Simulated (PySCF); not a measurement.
GaFBr2, SMILES [F][Ga]([Br])[Br]. Geometry: PBE-D3(BJ)/def2-SVP. The structure was generated by enumeration; whether it is a known compound was not checked.

All values below come from PBE-D3(BJ)/def2-SVP run with PySCF.

Harmonic wavenumbers (cm⁻¹): 82, 134, 153, 258, 355, 693. Rotational constants (GHz): 3.068, 0.7841, 0.6245; symmetry number 2.

Work out the zero-point energy and the ideal-gas rigid-rotor harmonic-oscillator thermochemistry at 298.15 K and 1 atm.

ZPE = ½ Σ hcν = ½ × 1675 cm⁻¹ = 2.39 kcal/mol. H − E(el) = 6.66 kcal/mol. Entropy in cal/(mol K): translation 42.43, rotation 28.37, vibration 12.49, total 83.29. G − E(el) = -18.17 kcal/mol. Cp = 17.89 cal/(mol K). Modes under 150 cm⁻¹ make the vibrational entropy uncertain.
